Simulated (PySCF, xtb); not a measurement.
C3H2O, SMILES C(#C)C=O.

Harmonic wavenumbers (cm⁻¹) from GFN2-xTB (xtb) at its own minimum, in rising order: 186, 263, 571, 665, 694, 910, 960, 1353, 1754, 2231, 2752, 3375.

### Question
What does PBE-D3(BJ)/def2-SVP (PySCF) give at its own minimum? (The exact figures need the calculation; the answer reports its results.)

### Answer
199, 271, 617, 654, 715, 941, 970, 1355, 1733, 2134, 2825, 3395. Paired by order, the mean absolute difference is 29 cm⁻¹ and the zero-point energies are 22.5 and 22.6 kcal/mol.
